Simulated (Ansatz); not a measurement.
Geometry optimisation, RHF/6-31G* (Ansatz 0.2.0).

The input (input.yaml):

```yaml
crystal:
  periodic: [false, false, false]
  atoms:
    - { symbol: B, position_ang: [0.0, 0.0, 0.0] }
    - { symbol: Cl, position_ang: [0.0, 0.0, 2.21] }
    - { symbol: F, position_ang: [1.1431, 0.0, -0.66] }
    - { symbol: O, position_ang: [-1.2211, 0.0, -0.705] }
    - { symbol: H, position_ang: [-1.7308, -0.8467, -0.4965] }
    - { symbol: Si, position_ang: [0.1008, 2.1328, 0.7095] }
    - { symbol: H, position_ang: [0.6771, 2.1737, 2.0503] }
    - { symbol: H, position_ang: [0.9351, 2.9107, -0.2019] }
    - { symbol: H, position_ang: [-1.2441, 2.7001, 0.741] }
    - { symbol: H, position_ang: [0.061, 1.2895, 1.8528] }
basis:
  gaussian: { orbitals: "6-31G*" }
hamiltonian:
  xc: hf
relax:
  f_tol: 0.15
  max_steps: 25
  restrain:
    - { distance: [0, 5], at: 1.95, k: 30.0 }
    - { distance: [9, 1], at: 1.37, k: 30.0 }
    - { distance: [0, 1], at: 3.06, k: 30.0 }
    - { distance: [9, 5], at: 2.66, k: 30.0 }
```

Command:

```bash
$ ansatz run input.yaml --threads 1 --pin off --max-ram 2048MiB --backend cpu --events-out ev --progress --plain --runs-dir out
```

Q: Where does it end, and by what steps?

A: The forces met the threshold. The restraints hold the end off the free minimum; the threshold counts their pulls, which the force column leaves out. Restrained pairs: B1–Si6 (2.25 → 1.99 Å), Cl2–H10 (1.34 → 1.32 Å), B1–Cl2 (2.21 → 3.07 Å), Si6–H10 (1.42 → 2.67 Å). After 9 steps the energy has fallen by 7.226 eV (the restraints' own energy left out); H10 moved furthest, 0.91 Å. The start is strongly strained (largest force component 8 eV/Å), so its close contacts needn't be bonds.

```tsv
step	energy less start (eV)	largest force component (eV/Å)	accepted
0	0.0000	8.267	yes
1	-3.4799	6.328	yes
2	-4.7866	4.091	yes
3	-5.5486	4.629	yes
4	-6.3267	3.144	yes
5	-6.9404	1.984	yes
6	-7.1259	1.776	yes
7	-7.1328	2.083	yes
8	-7.1574	2.138	yes
9	-7.2263	1.554	yes
```

```xyz
10
Properties=species:S:1:pos:R:3
B -0.105 0.468 -0.209
Cl -0.282 -0.474 2.707
F 0.970 -0.299 -0.377
O -1.307 -0.010 -0.556
H -1.316 -0.921 -0.827
Si 0.080 2.342 0.421
H 0.874 2.410 1.677
H 0.788 3.179 -0.573
H -1.235 2.946 0.702
H 0.254 0.719 2.535
```

Time of the run: 19 s on 1 thread of Intel(R) Xeon(R) 6975P-C (Granite Rapids), on a shared host, peak memory 0.2 GiB.
